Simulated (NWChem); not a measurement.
C2H7BClN; SMILES CN(C)BCl

```xyz
12

B     -0.8057    -0.3380     0.0002
H     -2.0093    -0.2893     0.0006
Cl    -0.0405    -1.9400    -0.0012
N     -0.0527     0.8334     0.0009
C      1.3903     0.8950     0.0005
C     -0.6958     2.1282     0.0019
H      1.7598     1.4344    -0.8894
H      1.7607     1.4301     0.8926
H      1.8126    -0.1170    -0.0022
H     -0.4077     2.7140     0.8929
H     -0.4081     2.7151    -0.8886
H     -1.7866     2.0096     0.0021
```
Atoms are numbered in this order, from 1.

Results from NWChem. Pople sets run with spherical d functions. Structure relaxed at the PBE0/def2-SVP level. Not confirmed as a minimum by frequencies. GIAO values for the isolated, static molecule; σ is the absolute isotropic shielding, δ = σ(reference) − σ with the isolated reference molecule computed at the same levels (11B: boron trifluoride, 13C: tetramethylsilane, 1H: tetramethylsilane, 15N: ammonia).

```tsv
level	δ B1 (ppm)	δ H2 (ppm)	σ Cl3 (ppm)	δ N4 (ppm)	δ C5 (ppm)	δ C6 (ppm)	δ H7 (rotor mean) (ppm)
KT2/pcSseg-1	19.2	4.96	821.5	130.8	37.7	44.2	2.89
B3LYP/6-31G*	23.6	4.93	860.3	104.7	35.2	41.0	2.70
BHandHLYP/pcSseg-1	25.3	4.85	855.5	120.8	36.5	42.7	2.81
```
